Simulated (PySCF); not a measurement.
Harmonic spectrum computed at PBE0 in the def2-TZVP basis family (core potentials from Rb on, PySCF, no spin–orbit coupling):

```csv
symmetry,ω (cm⁻¹),IR (km/mol)
a1,209,5.5
b2,637,92.7
a1,655,62.3
```

**Question.** Which molecule gave it? In each, all ligands are bound to the one heavy central atom.
A. BrF₂ (doublet)
B. TeF₂ (singlet)
C. GeF₂ (singlet)
D. SeF₂ (singlet)
E. CaF₂ (singlet)

**Answer.** B. It has C2v symmetry with Te–F 1.890 Å (×2).
